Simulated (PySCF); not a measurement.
## Working out the ionisation energy of In

In [Kr] 4d10 5s2 5p1 (2P) → In⁺ [Kr] 4d10 5s2 (1S). Calculation: PySCF 2.14, in x2c-QZVPPall (13s9p7d4f1g, 112 functions); the spin-free X2C one-electron Hamiltonian (Gaussian nucleus). Frozen: [Ar] 3d10. Energies in hartree (1 hartree = 27.21139 eV):

```tsv
part	In (lower)	In⁺ (upper)
UHF	-5878.317994	-5878.126216
MP2 opposite-spin	-0.456849	-0.451706
MP2 same-spin	-0.234537	-0.230067
```

Task: What does Hartree-Fock give?

Result: (-5878.126216) − (-5878.317994) = 0.191778 hartree = 5.219 eV.

Task: What do MP2 and SCS-MP2 (6/5 opposite-spin, 1/3 same-spin) give?

Result: The opposite-spin parts differ by 0.140 eV and the same-spin parts by 0.122 eV. MP2: 5.219 + (0.140) + (0.122) = 5.481 eV. SCS-MP2: 5.219 + 1.2 × (0.140) + (0.122)/3 = 5.428 eV.

Measured between the centres of the two terms (NIST): 5.603 eV, so MP2 (valence and next inner shell) is off by -0.122 eV.

What remains against the reference includes basis incompleteness, the frozen core and correlation beyond second order.
